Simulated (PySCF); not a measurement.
# Fine-structure interval of Tm(2+) by level of theory

Tm(2+) [Xe] 4f13 [4f5/2^6 4f7/2^7, M_J = 7/2] → Tm(2+) [Xe] 4f13 [4f5/2^5 4f7/2^8, M_J = 5/2], as a difference of total energies. Computed with PySCF 2.14 in x2c-TZVPall-2c, with the two-component X2C-1e Hamiltonian. Correlated levels: [Ar] 3d10 frozen; the 18 highest virtual spinors dropped. "Screened" scales the spin-orbit matrix elements by Boettger's factors to mimic the two-electron term; Breit and QED terms are absent.

```json
{"method": "GHF (screened spin-orbit)", "fine-structure interval (cm⁻¹)": "9663.6"}
{"method": "GMP2 (screened spin-orbit)", "fine-structure interval (cm⁻¹)": "9566.2"}
{"method": "GHF (bare spin-orbit)", "fine-structure interval (cm⁻¹)": "16313"}
```
